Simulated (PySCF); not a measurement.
`C[Se]C(Cl)=C=CCl`, C4H4Cl2Se

Cartesian coordinates in Å; atom numbers follow the order of the lines, from 1:
```xyz
11

C    -1.5797   -0.5885   -0.1799
Se   -1.7478    1.0158    0.8912
C     0.0893    1.4969    0.8859
Cl    0.4110    2.8916    1.8668
C     1.0355    0.8671    0.2361
C     1.9405    0.1831   -0.4118
Cl    2.7664   -1.1868    0.2719
H    -1.2267   -0.3383   -1.1887
H    -0.8880   -1.2920    0.3021
H    -2.5840   -1.0292   -0.2362
H     2.2591    0.4083   -1.4346
```

Computed with TDDFT CAM-B3LYP/aug-cc-pVDZ excited states, vertical, gas phase (PySCF). Geometry: PBE0-D3(BJ)/def2-SVP.

The calculation is non-relativistic, which matters for the atoms heavier than Zn.

Q: Give the one- and two-photon strengths of the lowest singlets.

A: δ for parallel linear polarisation; σ at the peak of a Lorentzian of half width 0.1 eV, single beam; Ω is circular over linear.
```tsv
state	E (eV)	f	photon λ (nm)	δ (au)	σ (GM)	Ω	main
S1	4.04	0.000	613	3.52	0.02	0.84	HOMO→LUMO 0.89
S2	4.99	0.000	497	8.33	0.08	1.42	HOMO→LUMO+5 0.28, HOMO→LUMO+2 0.22
S3	5.13	0.162	483	380	3.66	0.64	HOMO→LUMO+1 0.82
S4	5.25	0.009	473	9.77	0.10	0.76	HOMO−1→LUMO+1 0.85
S5	5.70	0.007	435	58.3	0.69	0.77	HOMO→LUMO+2 0.54, HOMO→LUMO+5 0.17
S6	5.79	0.021	428	114	1.41	1.45	HOMO→LUMO+4 0.75
```

Among these, the strongest one-photon state is S3, the strongest two-photon state S3, with a dipole change of 3.8 D (relaxed, norm of the difference vector).
